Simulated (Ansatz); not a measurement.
Program: Ansatz. Geometries: PBE0-D4/def2-TZVP. ΔE: electronic, gas phase. CCSD(T)/CBS adds triple-zeta CCSD(T) − MP2 to the extrapolated MP2 energy (def2 sets, frozen cores). This one scheme is used for every species, atoms too. Functionals use def2-TZVPP. No spin–orbit coupling; open shells (•) take unrestricted orbitals. Spin–orbit coupling would lower the free atoms: a little for F, O, Si; strongly for In. def2 core potentials past Kr. Bonds to In are less sure, by a few kJ/mol each and by 10 to 20 or more in all where they break to atoms, as the def2 sets lack core-valence functions. One conformer a species, not always the lowest.

`[F][In]([O][SiH3])[O][SiH3]` → F• + 6 H• + In• + 2 O• + 2 Si•  (atomization)

`[F][In]([O][SiH3])[O][SiH3]`:

Z-matrix (Å, degrees):
```
Si
O 1 1.639
H 1 1.485 2 108.6
H 1 1.488 2 110.8 3 120.2
H 1 1.492 2 110.9 3 -119.8
In 2 1.952 1 134.4 3 154.4
F 6 1.923 2 118.2 1 -175.6
O 6 1.952 2 123.6 1 4.3
Si 8 1.639 6 134.5 2 3.9
H 9 1.485 8 108.6 6 153.9
H 9 1.492 8 110.9 6 34.1
H 9 1.488 8 110.8 6 -85.9
```

| level | ΔE (kJ/mol) |
| --- | --- |
| r2SCAN-D4 | 3887.5 |
| B2PLYP | 3834.4 |
| CCSD/def2-TZVPP | 3743.5 |
| HF/def2-QZVPP | 2811.7 |

Question: What does CCSD(T)/CBS give? (Best estimate.)

Answer: The calculation gave: +3937.7 kJ/mol. The listed levels differ from it by -50.2, -103.3, -194.2, -1126.0 kJ/mol.

Largest T1 diagnostic among the species: 0.016.

The D4 term adds +46.0 kJ/mol with B3LYP and +24.8 kJ/mol with PBE0; it sums over pairs of atoms, weighted by their polarisabilities, and B3LYP, whose exchange is more repulsive, gets the larger term. From PBE to PBE0 (25 % exact exchange), in def2-TZVPP and without D4, ΔE moves by −68.4 kJ/mol: exact exchange takes away binding that semilocal exchange gives to molecules.

B3LYP here is the variant with VWN-RPA as its local correlation; programs differ in this.

For atomizations the MP2-based limit and the directly extrapolated one differ by several kJ/mol either way, and by 10 to 25 for some Ge, Se and Sn compounds, so smaller differences from it don't rank the levels.
